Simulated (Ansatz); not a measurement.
Wavefunction ladder for FH$_{2}$MoNOS (`[NH2][Mo](=[O])([F])=[S]`)

Cartesian coordinates in Å:
```
N 1.162 -0.102 0.226
Mo -0.679 0.060 -0.239
O -0.906 1.594 -0.851
F -1.136 -1.209 -1.504
S -1.816 -0.219 1.515
H 1.866 0.515 -0.153
H 1.509 -0.639 1.007
```

Total charge 0; spin multiplicity 1. Correlated methods include outer-core shells of Mo, which these sets cover unevenly. Mo takes the def2 core potential. The structure was optimised at the PBE0-D4/def2-TZVP level. It is one conformer, not always the lowest. Frozen core, restricted reference, Ansatz.

```json
{"basis": "def2-SVP", "HF (Eh)": "-694.71566", "MP2 corr.": "-1.14625"}
{"basis": "def2-TZVPP", "HF (Eh)": "-695.18032", "MP2 corr.": "-1.50319"}
{"basis": "def2-QZVPP", "HF (Eh)": "-695.20733", "MP2 corr.": "-1.62257"}
```

(1) Estimate the CCSD correlation energy and the (T) correction in each basis where they were run (hartree).

Answers

(1) 
| basis | CCSD corr. | (T) |
| --- | --- | --- |
| def2-SVP | -1.08041 | -0.06061 |
| def2-TZVPP | -1.42567 | -0.08988 |
